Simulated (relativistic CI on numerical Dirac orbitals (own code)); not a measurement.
**Hyperfine structure of Pt XXVI, mass number 195**

Calculated at this level of theory: Dirac-Coulomb-Breit CI, KLI orbitals optimised for each configuration, model QED (radiative potential, 1s self-energy scaled to tabulated hydrogen-like ionisation energies), unscaled Slater integrals (own radial code, finite nucleus).

Configurations in the expansion (outside the closed core [Ar] 3d10 4p6 4d10): 4s2 4f7, 4s2 4f6 5s, 4s2 4f5 5s2, 4s2 4f6 6s, 4f9. Levels of other configurations are missing.

Nuclear spin I = 1/2, μ = 0.6073 μN (tables of Stone and Pyykkö). The electronic factors are computed for point nuclear moments, without core polarisation or the Bohr-Weisskopf and QED corrections.

| Level | E (cm⁻¹) | A (MHz) |
| --- | --- | --- |
| 4s2 4f7 6P°_3/2 | 83725.4 | -1355 |
| 4s2 4f7 6I°_9/2 | 84586.0 | 3810 |
| 4s2 4f7 6I°_17/2 | 86941.5 | 3430 |
| 4s2 4f7 6I°_11/2 | 90479.0 | 3645 |
| 4s2 4f7 6I°_13/2 | 92837.0 | 3453 |
| 4s2 4f7 6I°_15/2 | 93128.5 | 3333 |
| 4s2 4f7 6D°_9/2 | 97104.4 | 2277 |
| 4s2 4f7 6D°_1/2 | 111982.3 | -6114 |

Levels with J = 0, under 50 % of one LS term, or S terms without an open s electron are left out. Small factors come from cancelling terms and can be off by tens of per cent or more.

At this charge energies of transitions that change n are usually good to better than 1 %, and those within a shell (Δn = 0) to a few per cent. Terms inside the open d or f shell come out 10 to 20 % too wide with unscaled integrals.

Problem. Give the hyperfine levels of 4s2 4f7 6I°_9/2 relative to its centre of gravity.

Solution. With K = F(F + 1) − I(I + 1) − J(J + 1), E = AK/2: F = 4: -10480, F = 5: 8572 MHz.

LS names give the leading component of a level, which can be under half, so a name can repeat, a term be missing and a line seem to break the LS rules.
